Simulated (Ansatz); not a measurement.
`C=C(F)/C(F)=C/F`. Total charge 0; spin multiplicity 1. All single points use the PBE0-D4/def2-TZVP geometry. It is one conformer, not always the lowest.

```xyz
10

C     0.836    1.605    0.494
C     0.088    0.514    0.536
F    -0.635    0.212    1.623
C    -0.061   -0.466   -0.524
F     0.638   -0.211   -1.628
C    -0.826   -1.550   -0.440
F    -0.919   -2.409   -1.444
H     0.879    2.275    1.341
H     1.409    1.827   -0.394
H    -1.409   -1.796    0.435
```

Question: What is the dipole moment at ωB97M-V/def2-TZVPP? (Estimate.)

Answer: The calculation gave: 1.15 D, with components (0.02, 0.69, 0.92) D in this frame, pointing from negative to positive charge.

Question: And with PBE, r2SCAN, B3LYP? (Estimate.)

Answer: Ansatz gave: PBE 0.94 D, r2SCAN 1.01 D, B3LYP 1.14 D.

Question: Give the Mulliken charges with ωB97M-V, B3LYP, r2SCAN in def2-TZVPP. (Best estimate.)

Answer: The calculation gave: 
```json
{"atom": "C1", "ωB97M-V": "-0.25", "B3LYP": "-0.27", "r2SCAN": "-0.23"}
{"atom": "C2", "ωB97M-V": "0.19", "B3LYP": "0.20", "r2SCAN": "0.19"}
{"atom": "F3", "ωB97M-V": "-0.20", "B3LYP": "-0.21", "r2SCAN": "-0.20"}
{"atom": "C4", "ωB97M-V": "0.20", "B3LYP": "0.21", "r2SCAN": "0.19"}
{"atom": "F5", "ωB97M-V": "-0.19", "B3LYP": "-0.19", "r2SCAN": "-0.19"}
{"atom": "C6", "ωB97M-V": "0.06", "B3LYP": "0.05", "r2SCAN": "0.09"}
{"atom": "F7", "ωB97M-V": "-0.17", "B3LYP": "-0.18", "r2SCAN": "-0.17"}
{"atom": "H8", "ωB97M-V": "0.11", "B3LYP": "0.12", "r2SCAN": "0.10"}
{"atom": "H9", "ωB97M-V": "0.12", "B3LYP": "0.13", "r2SCAN": "0.11"}
{"atom": "H10", "ωB97M-V": "0.12", "B3LYP": "0.13", "r2SCAN": "0.12"}
```

B3LYP here is the variant with VWN-RPA as its local correlation; programs differ in this.
